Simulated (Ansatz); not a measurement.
Mulliken charges of `F[SiH](F)[SiH2]` radical from r2SCAN/def2-TZVPP in Ansatz (PBE0-D4/def2-TZVP geometry).

```
atom   x (Å)   y (Å)   z (Å)  charge (e)
  F1  -0.376  -1.579   1.206      -0.305
 Si2   0.600  -0.645   0.361       0.749
  F3   1.259  -1.577  -0.749      -0.309
 Si4  -0.518   1.090  -0.706       0.038
  H5   1.670  -0.186   1.274      -0.095
  H6  -0.988   2.155   0.217      -0.041
  H7  -1.588   0.675  -1.649      -0.037
```

**Question.** By hand: the dipole of these point charges (1 e Å = 4.8032 D).

**Answer.** Σ q r = (0.096, 0.432, 0.038) e Å, of length 0.444 e Å = 2.13 D.

**Question.** How does the dipole of the full density compare? (Estimate.)

**Answer.** The calculation gave: (-0.004, 0.336, -0.012) e Å, 1.62 D; the point charges give 1.31 times that, at 15° from its direction.

Point charges leave out the atoms' own dipoles, such as those of lone pairs, and Mulliken's split depends on the basis, so the two needn't agree.
